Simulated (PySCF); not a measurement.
Isomers of C3H10F2N2Si, mass 140.058 u with the commonest isotopes. Method: CAM-B3LYP/def2-SVPD in PySCF (dipole) on a GFN2-xTB geometry, gas phase. One conformer each, none proved a minimum here; rigid rotors.

Question: Order these by radius of gyration √(Σ m r²/M), smallest first.
A. `[NH2:1][CH2:2][C@H:3]([SiH2:4][NH2:5])[CH:6]([F:7])[F:8]` with H–N1–C2–C3 56° and -63°, N1–C2–C3–Si4 55°, C2–C3–Si4–N5 157°, C3–Si4–N5–H -176° and 45°, C2–C3–C6–F7 74°
B. `[CH3:1][N:2]([CH3:3])[Si@@H:4]([NH2:5])[CH:6]([F:7])[F:8]` with C1–N2–Si4–N5 81°, N2–Si4–N5–H 151° and -61°, N2–Si4–C6–F7 169°
C. `[NH2:1][SiH:2]([NH2:3])[C@H:4]([F:5])[CH2:6][CH2:7][F:8]` with H–N1–Si2–N3 -165° and 56°, N1–Si2–N3–H 50° and -88°, N1–Si2–C4–F5 47°, Si2–C4–C6–C7 58°, C4–C6–C7–F8 -80°

Answer: A (1.992 Å), C (2.022 Å), B (2.067 Å).

Question: Order these by dipole moment, smallest first.
A. `[CH3:1][C@@H:2]([F:3])[Si:4]([NH2:5])([NH2:6])[CH2:7][F:8]` with C1–C2–Si4–N5 58°, C2–Si4–N5–H 158° and -64°, C2–Si4–N6–H -37° and -175°, C2–Si4–C7–F8 177°
B. `[NH2:1][SiH:2]([NH2:3])[C@H:4]([F:5])[CH2:6][CH2:7][F:8]` with H–N1–Si2–N3 -165° and 56°, N1–Si2–N3–H 50° and -88°, N1–Si2–C4–F5 47°, Si2–C4–C6–C7 58°, C4–C6–C7–F8 -80°
C. `[CH3:1][N:2]([CH3:3])[Si@@H:4]([NH2:5])[CH:6]([F:7])[F:8]` with C1–N2–Si4–N5 81°, N2–Si4–N5–H 151° and -61°, N2–Si4–C6–F7 169°

Answer: B (1.12 D), A (1.58 D), C (2.73 D).

Question: Order these by rotational constant A, smallest first.
A. `[NH2:1][SiH:2]([NH2:3])[C@H:4]([F:5])[CH2:6][CH2:7][F:8]` with H–N1–Si2–N3 -165° and 56°, N1–Si2–N3–H 50° and -88°, N1–Si2–C4–F5 47°, Si2–C4–C6–C7 58°, C4–C6–C7–F8 -80°
B. `[NH2:1][CH2:2][C@H:3]([SiH2:4][NH2:5])[CH:6]([F:7])[F:8]` with H–N1–C2–C3 56° and -63°, N1–C2–C3–Si4 55°, C2–C3–Si4–N5 157°, C3–Si4–N5–H -176° and 45°, C2–C3–C6–F7 74°
C. `[CH3:1][C@@H:2]([F:3])[Si:4]([NH2:5])([NH2:6])[CH2:7][F:8]` with C1–C2–Si4–N5 58°, C2–Si4–N5–H 158° and -64°, C2–Si4–N6–H -37° and -175°, C2–Si4–C7–F8 177°
D. `[CH3:1][N:2]([CH3:3])[Si@@H:4]([NH2:5])[CH:6]([F:7])[F:8]` with C1–N2–Si4–N5 81°, N2–Si4–N5–H 151° and -61°, N2–Si4–C6–F7 169°

Answer: B (1858 MHz), A (2211 MHz), C (2396 MHz), D (2614 MHz).

```csv
SMILES,point group,Ia (u·Å²),Ib (u·Å²),Ic (u·Å²),κ,μa (D),μb (D),μc (D)
CN(C)[Si@@H](N)C(F)F,C1,193.33,465.90,537.42,-0.83,2.60,0.81,0.05
N[SiH](N)[C@H](F)CCF,C1,228.60,401.09,515.13,-0.55,0.53,0.92,0.37
C[C@@H](F)[Si](N)(N)CF,C1,210.92,472.43,527.49,-0.84,0.52,1.49,0.00
NC[C@H]([SiH2]N)C(F)F,C1,271.95,343.16,496.60,0.08,0.93,0.22,0.65
```
